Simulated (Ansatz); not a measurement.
```yaml
crystal:
  periodic: [false, false, false]
  atoms:
    - {symbol: C, position_ang: [0.025832, -1.154490, 0.911792]}
    - {symbol: C, position_ang: [0.588061, -0.406638, -0.291640]}
    - {symbol: Ge, position_ang: [-0.340098, 1.240511, -0.639635]}
    - {symbol: F, position_ang: [-2.012166, 1.016650, -0.956411]}
    - {symbol: F, position_ang: [0.266415, 2.112763, -1.985948]}
    - {symbol: F, position_ang: [-0.280625, 2.337286, 0.679408]}
    - {symbol: H, position_ang: [0.581897, -2.080147, 1.072800]}
    - {symbol: H, position_ang: [-1.023390, -1.417636, 0.766526]}
    - {symbol: H, position_ang: [0.098680, -0.559660, 1.823981]}
    - {symbol: H, position_ang: [0.520618, -0.999744, -1.206892]}
    - {symbol: H, position_ang: [1.640175, -0.145996, -0.153278]}
basis:
  gaussian: {orbitals: def2-mTZVPP}
hamiltonian: {xc: {name: revPBE}, dispersion: d3bjatm}
scf: {lower_state_search: light}
output: {forces: true}
```

```sh
$ ansatz run in.yaml --threads 4 --pin off --events-out ev --progress --plain --max-ram 11315MiB
```

It prints (some lines left out):

```
Functional definition: revPBE
1457 factors; their error is unknown
mean field evaluation 1: about -66810.1823 eV, gradient 9.0e1 eV
mean field evaluation 2: about -66781.1687 eV, gradient 1.6e2 eV
mean field evaluation 4: about -66824.0784 eV, gradient 1.1e1 eV
mean field evaluation 8: about -66824.3124 eV, gradient 2.2e-1 eV
mean field evaluation 16: about -66824.2832 eV, gradient 1.9e-3 eV
mean field -66824.28321235 eV, -2455.7471129280 hartree, gradient 5.8e-5 eV, S^2 0.000000; 0 other end points of the search recorded, 0 dependent functions left out
reference -66824.28325073 eV, -2455.7471143385 hartree; 38, 38 occupied and 133, 133 virtual orbitals, 1457 factors
Total energy: -66824.79602439 eV, -2455.7659584229 hartree
Atom 0 at     0.025832    -1.154490     0.911792 Å, force    -0.047400    -0.058290     0.097536 eV/Å
Atom 1 at     0.588061    -0.406638    -0.291640 Å, force     0.166228    -0.155273    -0.050695 eV/Å
Atom 2 at    -0.340098     1.240511    -0.639635 Å, force     0.366257    -0.637200     0.126763 eV/Å
Atom 3 at    -2.012166     1.016650    -0.956411 Å, force    -1.136282    -0.174200    -0.212346 eV/Å
Atom 4 at     0.266415     2.112763    -1.985948 Å, force     0.438317     0.585126    -0.936428 eV/Å
Atom 5 at    -0.280625     2.337286     0.679408 Å, force     0.051736     0.732061     0.909633 eV/Å
Atom 6 at     0.581897    -2.080147     1.072800 Å, force     0.143506    -0.243958     0.045294 eV/Å
Atom 7 at    -1.023390    -1.417636     0.766526 Å, force    -0.267223    -0.075526    -0.028169 eV/Å
Atom 8 at     0.098680    -0.559660     1.823981 Å, force     0.017378     0.141659     0.239763 eV/Å
Atom 9 at     0.520618    -0.999744    -1.206892 Å, force    -0.006480    -0.164150    -0.227752 eV/Å
Atom 10 at     1.640175    -0.145996    -0.153278 Å, force     0.273963     0.049752     0.036402 eV/Å
Dipole moment:     0.352588    -0.669722     0.167734 e Å
```

It took 2.2 s on 4 threads of an Arm Neoverse V2 on a shared host, with 0.23 GiB of host memory at the peak.
